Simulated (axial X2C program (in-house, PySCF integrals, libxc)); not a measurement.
# Low determinants of I⁺

Calculated with an in-house all-electron X2C program for linear molecules (integrals from PySCF), basis dyall-cv3z (cores contracted in-house), spin-free (one-electron X2C) and two-component (2c, atomic mean-field Coulomb and Gaunt terms). Energies in eV from the lowest row of each column (rows without correlated energies are left out; n/a marks j-coupled starts, which PBE0 does not hold); electrons by l are Mulliken totals of the Hartree–Fock solution, and PBE0 can relax to another configuration under the same block occupation. Coupled cluster uses truncated natural virtuals with an MP2 remainder. Frozen shells in the correlated columns: 4 s, 3 p, 2 d.

The low spin-free determinants:

| electrons by l | M_S, M_L | HF | MP2 | CCSD(T) | PBE0 |
| --- | --- | --- | --- | --- | --- |
| s10 p22 d20 | 1, 0 | 0.00 | 0.00 | 0.00 | 0.00 |
| s10 p22 d20 | 1, 1 | 0.13 | 0.01 | 0.01 | 0.06 |
| s10 p22 d20 | 0, 1 | 0.61 | 0.61 | 0.42 | 0.44 |

And the two-component ones:

```
electrons by l  2M_J    HF   MP2  CCSD(T)  PBE0
   s10 p22 d20     4  0.07  0.00     0.00  0.00
   s10 p22 d20     2  0.00  0.11     0.06  0.06
```

Ground level as tabulated from the NIST Atomic Spectra Database (leading term): 2S+1 = 3, L = 1, J = 2.

Spin-free rows of one term, and 2c rows of one J level, should be degenerate; broken spherical symmetry, the missing current term of PBE0 and determinants that mix terms or J levels spread them. The search is wide but not exhaustive and can miss a configuration; gaps between s and d configurations can be off by some tenths of an eV with this basis and core.

The run took 24 s on 1 thread of Arm Neoverse V2, on a shared host.
